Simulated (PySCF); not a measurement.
Species: C9H13F.
Structure used (PBE0-D3(BJ)/def2-SVP), in Å, numbered top down from 1:
```
atom  x, y, z in Å
C1     2.8313    1.6347   -0.3536
C2     2.1206    0.7949    0.1530
C3     1.2595   -0.2282    0.7411
C4     0.4615   -0.9721   -0.3076
C5     1.2562   -1.8941   -1.1916
C6    -0.8671   -0.8144   -0.4715
C7    -1.5899   -1.5609   -1.5622
C8    -1.7029    0.1327    0.3490
C9    -1.7839    1.5024   -0.2994
F10   -2.6162    2.3217    0.4227
H11    3.4569    2.3851   -0.8002
H12    0.6059    0.2447    1.4886
H13    1.8937   -0.9436    1.2955
H14    2.3243   -1.8800   -0.9339
H15    0.9025   -2.9357   -1.1122
H16    1.1745   -1.6120   -2.2540
H17   -1.0816   -1.4706   -2.5353
H18   -1.6514   -2.6403   -1.3390
H19   -2.6197   -1.1970   -1.6876
H20   -2.7269   -0.2622    0.4509
H21   -1.3152    0.2584    1.3707
H22   -2.1735    1.4255   -1.3299
H23   -0.7822    1.9634   -0.3479
```

Method: PySCF, PBE0-D3(BJ)/def2-SVP geometry optimisation, gas phase.

Masses are those of the commonest isotopes; rigid-rotor values at the optimised geometry. The values belong to one conformer with, in the numbering `[CH:1]#[C:2][CH2:3]/[C:4]([CH3:5])=[C:6](/[CH3:7])[CH2:8][CH2:9][F:10]`, C2–C3–C4–C5 70°, C4–C6–C8–C9 91°, C6–C8–C9–F10 176°.

Give the principal moments of inertia and the rotational constants in GHz.

Ia = 354.28, Ib = 551.68, Ic = 806.27 u·Å²; 505379 MHz·u·Å²/I gives 1427, 916.1 and 626.8 MHz, that is A = 1.4265, B = 0.9161, C = 0.6268 GHz.

What kind of rotor is it?

An asymmetric top: κ = (2 × 916.1 − 1427 − 626.8)/(1427 − 626.8) = -0.28.

What does the inertial defect say?

Not planar: Δ = Ic − Ia − Ib = -99.68 u·Å². For a rigid frame Δ = −2 Σ m c², so Σ m c² = 49.84 u·Å² lies off the ab plane: 17.99 from hydrogen and 31.85 from heavier atoms. The atom farthest from that plane is 1.74 Å away.

Give the other two planar moments, Paa and Pbb, and the rms extents of the mass along the axes.

Paa = Σ m a² = (Ib + Ic − Ia)/2 = 501.84 and Pbb = Σ m b² = (Ia + Ic − Ib)/2 = 304.43 u·Å². With the mass M = 140.10 u, the rms extents √(P/M) along a, b and c are 1.89, 1.47, 0.60 Å.

List the rotational levels J(Ka,Kc) to J = 4 (MHz).

Above 0(0,0):
J = 1: 1(0,1) 1543, 1(1,1) 2053, 1(1,0) 2343
J = 2: 2(0,2) 4536, 2(1,2) 4850, 2(1,1) 5718, 2(2,1) 7249, 2(2,0) 7341
J = 3: 3(0,3) 8844, 3(1,3) 8994, 3(1,2) 10710, 3(2,2) 11878, 3(2,1) 12291, 3(3,1) 15204, 3(3,0) 15224
J = 4: 4(0,4) 14386, 4(1,4) 14446, 4(1,3) 17210, 4(2,3) 17975, 4(2,2) 19014, 4(3,2) 21516, 4(3,1) 21645, 4(4,1) 25984, 4(4,0) 25987
The levels of one J sum to (2J + 1)J(J + 1)(A + B + C)/3.

Which types of transition are allowed, and where do some lines up to J = 3 fall?

The dipole components are |μa| = 1.34 D, |μb| = 1.65 D, |μc| = 0.24 D. The squared components, which scale the intensities, stand as 0.66 : 1.00 : 0.02 (a : b : c). Some lines, for components of 0.1 D or more:

```json
{"type": "c", "branch": "Q", "J(Ka,Kc)": "1(1,1) ← 1(0,1)", "MHz": "510", "lower level (cm⁻¹)": "0.051"}
{"type": "a", "branch": "R", "J(Ka,Kc)": "1(0,1) ← 0(0,0)", "MHz": "1543", "lower level (cm⁻¹)": "0.000"}
{"type": "b", "branch": "Q", "J(Ka,Kc)": "3(2,1) ← 3(1,2)", "MHz": "1582", "lower level (cm⁻¹)": "0.357"}
{"type": "a", "branch": "Q", "J(Ka,Kc)": "3(1,2) ← 3(1,3)", "MHz": "1716", "lower level (cm⁻¹)": "0.300"}
{"type": "b", "branch": "Q", "J(Ka,Kc)": "3(1,2) ← 3(0,3)", "MHz": "1866", "lower level (cm⁻¹)": "0.295"}
{"type": "c", "branch": "R", "J(Ka,Kc)": "1(1,0) ← 0(0,0)", "MHz": "2343", "lower level (cm⁻¹)": "0.000"}
{"type": "a", "branch": "R", "J(Ka,Kc)": "2(1,2) ← 1(1,1)", "MHz": "2797", "lower level (cm⁻¹)": "0.068"}
{"type": "b", "branch": "Q", "J(Ka,Kc)": "3(2,2) ← 3(1,3)", "MHz": "2884", "lower level (cm⁻¹)": "0.300"}
{"type": "c", "branch": "Q", "J(Ka,Kc)": "3(3,1) ← 3(2,1)", "MHz": "2913", "lower level (cm⁻¹)": "0.410"}
{"type": "a", "branch": "R", "J(Ka,Kc)": "2(0,2) ← 1(0,1)", "MHz": "2993", "lower level (cm⁻¹)": "0.051"}
{"type": "b", "branch": "R", "J(Ka,Kc)": "2(1,2) ← 1(0,1)", "MHz": "3307", "lower level (cm⁻¹)": "0.051"}
{"type": "b", "branch": "Q", "J(Ka,Kc)": "3(3,1) ← 3(2,2)", "MHz": "3326", "lower level (cm⁻¹)": "0.396"}
{"type": "a", "branch": "R", "J(Ka,Kc)": "2(1,1) ← 1(1,0)", "MHz": "3375", "lower level (cm⁻¹)": "0.078"}
{"type": "b", "branch": "R", "J(Ka,Kc)": "3(1,2) ← 2(2,1)", "MHz": "3461", "lower level (cm⁻¹)": "0.242"}
{"type": "c", "branch": "R", "J(Ka,Kc)": "2(1,1) ← 1(0,1)", "MHz": "4175", "lower level (cm⁻¹)": "0.051"}
{"type": "a", "branch": "R", "J(Ka,Kc)": "3(0,3) ← 2(0,2)", "MHz": "4308", "lower level (cm⁻¹)": "0.151"}
{"type": "a", "branch": "R", "J(Ka,Kc)": "3(1,2) ← 2(1,1)", "MHz": "4992", "lower level (cm⁻¹)": "0.191"}
{"type": "c", "branch": "R", "J(Ka,Kc)": "2(2,0) ← 1(1,0)", "MHz": "4999", "lower level (cm⁻¹)": "0.078"}
{"type": "b", "branch": "R", "J(Ka,Kc)": "3(2,2) ← 2(1,1)", "MHz": "6160", "lower level (cm⁻¹)": "0.191"}
{"type": "c", "branch": "R", "J(Ka,Kc)": "3(1,2) ← 2(0,2)", "MHz": "6173", "lower level (cm⁻¹)": "0.151"}
{"type": "c", "branch": "R", "J(Ka,Kc)": "3(2,2) ← 2(1,2)", "MHz": "7028", "lower level (cm⁻¹)": "0.162"}
{"type": "b", "branch": "R", "J(Ka,Kc)": "3(2,1) ← 2(1,2)", "MHz": "7441", "lower level (cm⁻¹)": "0.162"}
{"type": "c", "branch": "R", "J(Ka,Kc)": "3(3,1) ← 2(2,1)", "MHz": "7955", "lower level (cm⁻¹)": "0.242"}
```

Estimate the classical rotational partition function at 25 K, 50 K and 298.15 K.

Point group C1, symmetry number σ = 1; q = (√π/σ)·√((kT/h)³/(ABC)), k/h = 20836.6 MHz/K: 23300 at 25 K, 65900 at 50 K, 959000 at 298.15 K.

Stationary, but not proved a minimum. Constants of a rigid frame at the computed geometry: no zero-point averaging, no centrifugal distortion. A rigid rotor knows nothing of internal rotation, which can split or shift real lines.

Cost: about 6 min of CPU time on one thread; the machine was shared, so the figure is rough. These figures are those of the optimisation.
